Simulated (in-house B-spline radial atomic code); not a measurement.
How G0W0 and RPA depend on the start: K⁺

Configuration [Ne] 3s2 3p6. Computed with an all-electron radial atomic-structure program (B-spline basis): all electrons, non-relativistic, point nucleus, each spin shell either full or empty, empty states to l = 9 with an (l + 1/2)⁻⁴ tail; G0W0 by contour deformation at full frequency.

| start | mean-field 3p (eV) | G0W0 (eV) | QP weight | RPA correlation (Eh) |
| --- | --- | --- | --- | --- |
| Hartree-Fock | -31.85 | -32.19 | 0.953 | -0.99076 |
| LDA VWN5 | -24.990 | -31.52 | 0.898 | -1.137 |
| PBE | -24.896 | -31.45 | 0.898 | -1.1346 |
| PBE0 | -26.922 | -31.70 | 0.921 | -1.0919 |
| r2SCAN | -25.479 | -31.60 | 0.912 | -1.1097 |
| HSE06 | -26.498 | -31.66 | 0.917 | -1.0979 |
| B3LYP (VWN-RPA) | -26.542 | -31.67 | 0.916 | -1.1011 |
| SCAN | -25.492 | -31.57 | 0.912 | -1.1085 |
| TPSS | -25.084 | -31.47 | 0.902 | -1.1245 |
| BHandHLYP | -28.794 | -31.89 | 0.935 | -1.0553 |
| CAM-B3LYP | -28.439 | -31.88 | 0.931 | -1.0754 |
| LC-wPBE | -29.945 | -31.94 | 0.941 | -1.0646 |
| wB97X | -29.498 | ? | ? | ? |
| PBEsol | -24.842 | -31.49 | 0.898 | -1.1352 |
| BLYP | -24.753 | -31.44 | 0.894 | -1.1357 |
| r2SCAN0 | -27.301 | -31.78 | 0.927 | -1.0768 |
| LDA exchange-only | -23.480 | ? | ? | ? |

Problem. What G0W0 level, weight and RPA correlation energy follow from the LDA exchange-only start?

Solution. G0W0 level -31.55 eV, weight 0.885, RPA correlation -1.1362 hartree.

Problem. What G0W0 level, weight and RPA correlation energy follow from the wB97X start?

Solution. G0W0 level -31.90 eV, weight 0.940, RPA correlation -1.0619 hartree.

Problem. How much of the dependence on the start does G0W0 remove?

Solution. The mean-field levels span 8.37 eV and the G0W0 levels 0.753 eV. Against 31.625 eV (NIST, measured) the G0W0 removal energies are off by -0.19 to +0.56 eV, with relativity, Breit and QED terms left out.
